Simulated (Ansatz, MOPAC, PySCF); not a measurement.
Dimer: C2H6 (SMILES CC) (first 8 atoms) with CH3Br (SMILES CBr); geometry from B3LYP-D3(BJ)/def2-TZVP, rigid monomers moved along the line of their centres of mass till C2···H11 is 2.67 Å.
(charge 0, multiplicity 1):
```json
[
 {"atom": "C", "x (Å)": "0.7162", "y (Å)": "-0.4709", "z (Å)": "0.1097"},
 {"atom": "C", "x (Å)": "-0.5395", "y (Å)": "0.3000", "z (Å)": "0.5056"},
 {"atom": "H", "x (Å)": "0.5301", "y (Å)": "-1.1220", "z (Å)": "-0.7468"},
 {"atom": "H", "x (Å)": "1.0769", "y (Å)": "-1.0946", "z (Å)": "0.9295"},
 {"atom": "H", "x (Å)": "1.5270", "y (Å)": "0.2085", "z (Å)": "-0.1584"},
 {"atom": "H", "x (Å)": "-0.8938", "y (Å)": "0.9289", "z (Å)": "-0.3134"},
 {"atom": "H", "x (Å)": "-0.3480", "y (Å)": "0.9502", "z (Å)": "1.3611"},
 {"atom": "H", "x (Å)": "-1.3557", "y (Å)": "-0.3761", "z (Å)": "0.7715"},
 {"atom": "C", "x (Å)": "0.1721", "y (Å)": "-1.0687", "z (Å)": "3.6732"},
 {"atom": "Br", "x (Å)": "1.4415", "y (Å)": "0.4203", "z (Å)": "3.6518"},
 {"atom": "H", "x (Å)": "-0.5626", "y (Å)": "-0.8830", "z (Å)": "2.8981"},
 {"atom": "H", "x (Å)": "-0.2876", "y (Å)": "-1.0937", "z (Å)": "4.6548"},
 {"atom": "H", "x (Å)": "0.7291", "y (Å)": "-1.9781", "z (Å)": "3.4773"}
]
```

Interaction energies are E(AB) − E(A) − E(B) at the monomers' geometry in the complex; basis-set methods are counterpoise corrected.

Cores are frozen in the correlated methods. Filled d and f shells under p-block atoms count as core. The state that AM1 reach isn't checked.

Codes used: Ansatz (Gaussian basis) for Hartree–Fock, density functionals and correlated methods; MOPAC for AM1 (differences of heats of formation); PySCF for the dispersion terms. 

One of these levels gives -0.03 kcal/mol for the interaction energy. Which one is it?
(A) PBE-D4/def2-TZVPPD
(B) CCSD/aug-cc-pVDZ
(C) MP2/aug-cc-pVDZ
(D) AM1

B, CCSD/aug-cc-pVDZ. The others give 0.54 (AM1), -1.08 (PBE-D4/def2-TZVPPD), -0.71 (MP2/aug-cc-pVDZ)

Ansatz is a program for electronic structure.
